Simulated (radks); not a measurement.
Results of a calculation; reference values are marked as such.
Ca2+, configuration [Ar].

Code: a radial shooting solver on a logarithmic mesh with Libxc functionals. Model: non-relativistic Kohn-Sham, LB94 model potential, spin-polarised, spherical densities, point nucleus.

Energy parts (eV):
| part | energy |
|---|---|
| kinetic | 18487.678 |
| electron-nucleus | -43427.758 |
| Hartree | 7494.647 |
(The LB94 potential has no energy functional, so no total or exchange-correlation energy is given.)

Orbitals (lengths in bohr, moments of r in powers of bohr):
| orbital | occ. | eigenvalue (eV) | <1/r> |
|---|---|---|---|
| 1s | 2 | -4002.164 | 19.57 |
| 2s | 2 | -446.3266 | 4.004 |
| 2p | 6 | -370.4435 | 3.957 |
| 3s | 2 | -68.7027 | 1.202 |
| 3p | 6 | -50.3570 | 1.084 |

The highest occupied level is 3p at -50.357 eV. The electron density at the nucleus is 5325 e/bohr^3.
